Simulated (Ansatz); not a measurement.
Isolated molecules relaxed with PBE0-D4/def2-TZVP in Ansatz; ΔE leaves out vibrations. CBS: MP2 limit from def2 TZ/QZ plus the TZ coupled-cluster correction, frozen cores. Functionals use def2-TZVPP. HSE06 is defined as in plane-wave codes. def2 core potentials past Kr. For In outer-core shells are correlated without core-valence functions, which leaves a few kJ/mol of doubt a bond. One conformer a species, not always the lowest.

Reaction (redistribution): `N[Si](F)([SiH3])Cl` + `C[CH2][In]([F])[F]` → `N[Si](F)(F)[SiH3]` + `C[CH2][In]([F])[Cl]`

`N[Si](F)([SiH3])Cl`:

```xyz
10

N    -1.477    0.932   -0.431
Si   -0.038    0.116   -0.798
F    -0.403   -0.940   -1.937
Si    0.881   -0.897    1.093
Cl    1.421    1.303   -1.651
H    -2.087    1.255   -1.166
H    -1.532    1.524    0.382
H     1.026    0.139    2.151
H     2.218   -1.455    0.766
H    -0.009   -1.977    1.592
```

`C[CH2][In]([F])[F]`:

Z-matrix (Å, degrees):
```
C
C 1 1.520
H 1 1.091 2 112.1
H 1 1.091 2 112.1 3 -120.8
H 1 1.094 2 110.2 3 119.6
In 2 2.137 1 114.1 3 60.4
H 2 1.092 1 112.1 3 -59.5
H 2 1.092 1 112.1 3 -179.7
F 6 1.945 2 128.6 1 -179.2
F 6 1.948 2 125.0 1 0.8
```

`N[Si](F)(F)[SiH3]`:

Cartesian coordinates in Å:
```
N 0.716 -1.610 0.315
Si -0.124 -0.222 0.788
F 0.665 0.364 2.041
F -1.594 -0.515 1.341
Si -0.309 1.329 -0.946
H 0.488 -2.110 -0.528
H 1.202 -2.188 0.982
H -0.829 0.631 -2.154
H -1.243 2.424 -0.579
H 1.027 1.898 -1.260
```

`C[CH2][In]([F])[Cl]`:

Z-matrix (Å, degrees):
```
C
C 1 1.520
H 1 1.091 2 112.1
H 1 1.091 2 112.1 3 -120.6
H 1 1.094 2 110.3 3 119.7
In 2 2.141 1 113.7 3 60.2
H 2 1.092 1 112.2 3 -59.8
H 2 1.092 1 112.2 3 -179.9
Cl 6 2.319 2 130.9 1 179.9
F 6 1.952 2 120.2 1 -0.1
```

```csv
level,ΔE (kJ/mol)
ωB97X-V,-102.2
r2SCANh,-105.9
HSE06,-103.6
HF/def2-SVP,-117.0
```

(1) What does CCSD(T)/CBS give? (An estimate is asked.)

Largest T1 diagnostic among the species: 0.015.

Answers

(1) The calculation gave: -105.5 kJ/mol. The listed levels differ from it by 3.3, -0.4, 1.9, -11.5 kJ/mol.

Leaving LDA and LC-ωPBE aside and taking each functional with its dispersion term where it has one, the values, not all of them listed here, spread over 26.3 kJ/mol, from BHLYP-D4 to revPBE-D4. LDA lies −7.6 kJ/mol from PBE without D4. The D4 term adds +3.6 kJ/mol with B3LYP and +1.9 kJ/mol with PBE0; it sums over pairs of atoms, weighted by their polarisabilities, and B3LYP, whose exchange is more repulsive, gets the larger term. From r2SCAN to r2SCAN0 (25 % exact exchange), in def2-TZVPP and without D4, ΔE moves by −7.0 kJ/mol.

B3LYP here is the variant with VWN-RPA as its local correlation; programs differ in this.
